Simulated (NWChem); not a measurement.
System: CBrCl2F; SMILES FC(Cl)(Cl)Br

Input file for NWChem:

```
start job
memory heap 200 mb stack 900 mb global 1100 mb
geometry units angstroms noautosym nocenter noautoz
  F      1.607770     0.612719     0.000000
  C      0.289810     0.470061     0.000000
  Cl    -0.365675     1.231926    -1.449050
  Cl    -0.365675     1.231926     1.449050
  Br    -0.112682    -1.432070     0.000000
end
basis spherical
  F library sto-3g
  C library sto-3g
  Cl library sto-3g
  Br library sto-3g
end
dft
  xc hfexch
  iterations 150
end
property
  shielding 4 1 2 3 5
  efieldgrad
end
task dft property
```

STO-3G and 3-21G are far too small for this property and stand as cheap habits. Geometry: optimised at PBE0/def2-SVP.

GIAO values for the isolated, static molecule; σ is the absolute isotropic shielding, δ = σ(reference) − σ with the isolated reference molecule computed at the same levels (13C: tetramethylsilane, 19F: trichlorofluoromethane). Spin-orbit effects, on the heavy nuclei and on their neighbours, are missing.

Atoms are numbered as in the input.

Q: Predict the main results of this run. (Hartree-Fock/STO-3G, GIAO.) Quantities: δ F1 (ppm); δ C2 (ppm); σ Cl3 (ppm); σ Br5 (ppm).

A: 
- δ F1 (ppm): -9.5
- δ C2 (ppm): 113.3
- σ Cl3 (ppm): 929.9
- σ Br5 (ppm): 2520.4
